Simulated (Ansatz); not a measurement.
A structure relaxed at PBE0-D4/def2-TZVP, charge 0, multiplicity 1:

```xyz
11

N     1.000   -0.365   -1.318
Si    0.516   -0.113    0.290
O     0.954    1.372    0.850
C    -1.348   -0.325    0.355
Br   -2.217    0.837   -0.947
H     0.472    0.069   -2.060
H     1.975   -0.440   -1.555
H     1.131   -1.152    1.161
H     0.935    1.522    1.796
H    -1.770   -0.062    1.324
H    -1.649   -1.343    0.105
```

Q: Give its formula and SMILES.

A: CH6BrNOSi, `N[SiH](O)CBr`.

Q: Summarise the bond lengths by kind.

A: 1 × N–Si 1.697 Å; 2 × H–N 1.007 to 1.008 Å; 1 × O–Si 1.647 Å; 1 × C–Si 1.877 Å; 1 × H–Si 1.489 Å; 1 × H–O 0.958 Å; 1 × Br–C 1.950 Å; 2 × C–H 1.090 Å.

Computed with Ansatz.
